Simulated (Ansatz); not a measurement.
The same path of CH9BOSi (13 atoms, charge 0, multiplicity 1) was run twice with different band settings. Lost on the way: B1–C2, O8–H13. Made: C2–H13.

Level of theory: RKS PBE/def2-SVP in Ansatz.

Relaxed end points:

```xyz
13
Properties=species:S:1:pos:R:3
B 0.098 -0.271 0.302
C -0.187 0.137 1.824
H -1.045 -0.396 2.292
H 0.698 0.005 2.488
H -0.433 1.221 1.869
H 1.073 0.239 -0.242
H -0.907 -0.284 -0.434
O 0.423 -1.925 0.284
Si -0.979 -2.725 -0.379
H -0.694 -4.182 -0.127
H -2.230 -2.333 0.339
H -0.996 -2.445 -1.843
H 0.797 -2.250 1.126
```

```xyz
13
Properties=species:S:1:pos:R:3
B -0.051 -0.252 -0.854
C 0.135 -0.284 2.744
H -0.931 -0.411 3.014
H 0.736 -0.156 3.664
H 0.250 0.612 2.105
H 0.948 0.438 -0.974
H -1.168 0.234 -0.730
O 0.113 -1.600 -0.871
Si -1.002 -2.877 -0.728
H -0.616 -3.679 0.479
H -2.399 -2.340 -0.582
H -0.885 -3.719 -1.963
H 0.489 -1.176 2.195
```

Common settings: movable images 5; climbing image yes; optimiser quadratic models (default); start path through a guess of the saddle point; force threshold 0.05 eV/Å; iteration limit 60; end points relaxed.

| run | spring |
| --- | --- |
| 1 | 5.0 eV/Å² |
| 2 | 0.5 eV/Å² |

(1) What does each run give, and how far can it be trusted?

Answers

(1) Run 1: converged after 39 iterations, highest image 0.840 eV above the first end. Neighbouring images differ by up to 1.4 eV, so the band resolves the path poorly. A vibrational analysis at the climbing image gives one clearly imaginary mode, 1157i cm⁻¹: a first-order saddle point.
Run 2: converged after 31 iterations, highest image 0.838 eV above the first end. Beside the main top the profile has a ripple of under 15 meV (maxima at images 3, 5), which may be a very shallow well or noise. Neighbouring images differ by up to 1.8 eV, so the band resolves the path poorly. Another band between the same ends (5 images) ends at a top of the same energy, where a vibrational analysis finds 1 clearly imaginary mode.
The orbitals stay closed-shell, which can raise the energy where a bond breaks towards radicals; this wasn't checked here.
